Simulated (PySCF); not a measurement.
# Exercise with solution: refractive index and permittivity of the vapour

Se(SH)(SMe) (CH4S2Se), SMILES S([Se]S)C.

Geometry optimised at PBE-D3(BJ)/def2-SVP. The structure was generated by enumeration, and PubChem lists no compound with its InChIKey, so it may never have been made. The values are those of a single conformer.

PBE/def2-TZVP run with PySCF gives a mean static polarisability of 83.2 bohr³ and a dipole moment of 1.02 D. Take an ideal gas at 298.15 K and 1 bar, whether or not the substance is that volatile.

Task: Work out n − 1 in the optical limit and the static ε − 1.

Result: 
Polarisability volume α' = 83.2 × 0.148185 = 12.33 Å³. Number density N = p/kT = 2.43e-5 Å⁻³.
Dilute limit of Lorentz–Lorenz: n − 1 = 2π N α' = 0.0019.
Orientation term of Debye: μ²/(3kT) = 8.098 Å³ × μ²(D²) = 8.42 Å³.
ε − 1 = 4π N (α' + μ²/3kT) = 0.0063. Orientation of the dipole supplies 41 % of the static response; it can't follow optical fields. Vibrational polarisation and dispersion are left out.
